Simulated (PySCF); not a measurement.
**Sr: excitation energy**

Sr [Kr] 5s2 (1S) → Sr [Kr] 4d1 5s1 (3D), as a difference of total energies. Computed with PySCF 2.14 in x2c-QZVPPall (13s8p7d3f2g, 111 functions), with scalar relativity by spin-free X2C-1e. Correlated levels: valence: [Kr] frozen. The calculations carry no spin-orbit coupling.

```csv
method,excitation energy (eV)
UHF,1.860
MP2 (valence),2.262
SCS-MP2 (valence),2.442
CCSD (valence),2.377
```

Problem. How much does correlation contribute at MP2 (valence)?

Solution. 2.262 − (1.860) = 0.402 eV, measured against UHF.

Errors of the correlated levels include the incompleteness of this basis and the frozen core.

With two correlated electrons CCSD is exact in that space.

For comparison: 2.263 eV (measured; NIST levels, between the centres of gravity of the two terms).
